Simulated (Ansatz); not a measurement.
```xyz
12

C     1.4562    0.1175    0.0629
C     0.5400    1.1611   -0.0205
C    -0.8535    1.3046   -0.0887
C    -1.3213    0.0274    0.1252
C    -0.8688   -1.2406   -0.1050
C     0.5601   -1.1063   -0.1232
H     2.5979    0.1680    0.1698
H     1.2467    2.3119   -0.0718
H    -1.3118    2.0241    0.0583
H    -2.4119    0.1569    0.1362
H    -1.4032   -2.0252   -0.1416
H     1.0690   -2.3084   -0.1259
```

Basis set: cc-pVDZ (spherical functions). Frozen core: 6 orbitals. Charge 0, multiplicity 1.

Computed with Ansatz (development build ahead of 0.2.0); each method stands on the lowest determinant of its kind that the runs found. Restricted open shells among the atoms or ions are ROHF, correlated in semicanonical orbitals with singles.

(1) Give the atomization energy at this shape (free ground-state atoms in the same class of orbitals less the molecule, no zero-point energy) of singlet C6H6 by RHF-MP2, RHF.

## Answers

(1)

```tsv
method	atomization energy
RHF-MP2	50.98 eV
RHF	38.24 eV
```

Caution: stretched shape with no unrestricted run beside it, a lower state can exist. Caution for RHF-MP2: bonds are stretched, where a single reference can fail.
